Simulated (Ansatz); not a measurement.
Isolated molecules relaxed with PBE0-D4/def2-TZVP in Ansatz; ΔE leaves out vibrations. CCSD(T)/CBS is the MP2 limit (def2-TZVPP, def2-QZVPP) plus CCSD(T) − MP2 in def2-TZVPP, frozen cores. DFT in def2-TZVPP. One conformer a species, not always the lowest.

`BB(Cl)OC` + `C=C(C)O` → `B/C=C(\C)O` + `COBCl`  (formal exchange of groups at a B–B bond)

| species | PBE energy (Eh) |
| --- | --- |
| `BB(Cl)OC` | -625.94094 |
| `C=C(C)O` | -192.97142 |
| `B/C=C(\C)O` | -218.37561 |
| `COBCl` | -600.56352 |

Work out ΔE.

ΔE = (-218.37561) + (-600.56352) − (-625.94094) − (-192.97142) = -0.02677 Eh = -70.3 kJ/mol. CCSD(T)/CBS gives -65.2 kJ/mol.

Largest T1 diagnostic among the species: 0.013.
